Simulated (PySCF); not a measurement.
**C₆ coefficients of unlike pairs at revPBE**

Calculated with PySCF 2.14 from the dipole response of each species, C₆(A,B) = (3/π) ∫ α_A(iu) α_B(iu) du, in atomic units, from isotropic polarisabilities. For ions this is the dispersion term alone; charge-induced terms of lower order in 1/R come first.

| species | configuration | basis | relativity | α (bohr³) | C₆ (like pair) |
| --- | --- | --- | --- | --- | --- |
| N | [He] 2s2 2p3 (4S) | aug-cc-pCVTZ-DK (7s6p4d2f) | spin-free X2C | 8.020 | 27.72 |
| La³⁺ | [Xe] (1S) | x2c-TZVPPall with one added diffuse shell each of s, p, d type (12s8p8d3f1g) | spin-free X2C | 7.647 | 48.62 |
| P²⁺ | [Ne] 3s2 3p1 (2P) | aug-cc-pV(Q+d)Z with one added diffuse shell each of s, p, d, f, g type (8s7p6d4f3g) | none | 9.290 | 33.58 |

(1) Estimate C₆ for La³⁺ with N.

No spin-orbit coupling is included.

The other pairs:

| pair | C₆ |
| --- | --- |
| P²⁺, N | 30.40 |
| P²⁺, La³⁺ | 37.79 |

Results:

(1) The integral gives 35.25. The combination rule 2 C_A C_B / (C_A α_B/α_A + C_B α_A/α_B) gives 34.81 and the geometric mean 36.71.
